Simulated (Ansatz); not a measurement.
**Two structures, one formula**

Two relaxed structures of LiBHI, singlet (PBE0-D4/def2-TZVP; forces vanish, vibrations not checked).

A:

```json
{"atom": "Li1", "x (Å)": "1.2027", "y (Å)": "-0.1878", "z (Å)": "1.3158"}
{"atom": "B2", "x (Å)": "-0.6240", "y (Å)": "-0.0488", "z (Å)": "0.3145"}
{"atom": "I3", "x (Å)": "1.0477", "y (Å)": "0.1928", "z (Å)": "-1.2835"}
{"atom": "H4", "x (Å)": "-1.6264", "y (Å)": "0.0439", "z (Å)": "-0.3468"}
```

B:

| atom | x (Å) | y (Å) | z (Å) |
| --- | --- | --- | --- |
| Li1 | -0.3673 | -0.2847 | 1.6622 |
| B2 | 1.4013 | -0.1667 | 0.4542 |
| I3 | 1.8121 | 0.3544 | -1.5064 |
| H4 | 0.6181 | 0.9213 | -2.8920 |

Computed with Ansatz 0.2.0 (basis: def2-TZVPP); correlated methods freeze the cores. Filled d shells of the heavier atoms are correlated. Core potentials replace the inner electrons of the atoms past krypton. The outer core shell of Li, Na, Mg and K is correlated. The def2 sets are not built for correlating such inner shells, so the correlated values are less sure here. B3LYP uses VWN-RPA correlation.

Task: Which structure is lower at CCSD(T), and by how much? (An estimate is asked for; the value comes from the calculation.)

Result: By the calculation: A, by 3.735 eV (electronic energy, against the other). By their contacts, A is LiBHI ([Li]1[BH][I]1) and B is LiBHI ([Li][B][IH]).

All methods give the same order:

| method | E(B) − E(A) (eV) |
| --- | --- |
| PBE-D4 | 3.453 |
| r2SCAN-D4 | 3.703 |
| PBE0-D4 | 3.803 |
| B3LYP-D4 | 3.791 |
| wB97M-V | 4.091 |
| HF | 4.697 |
| MP2 | 3.949 |
| CCSD | 3.945 |
| CCSD(T) | 3.735 |

T1 diagnostic: at most 0.020. The restricted Hartree–Fock reference is unstable towards an unrestricted one at one or more of these structures.

Labels in which every atom is bracketed show which atoms are joined, not bond orders.

For scale, one of the runs: CCSD(T)/def2-TZVPP, 114 basis functions, launched by `ansatz run in.yaml --threads 2 --pin off --events-out ev --progress --plain --max-ram 4352MiB`. The run took about 10 s on 2 CPU threads of an Arm Neoverse V2 (shared host).
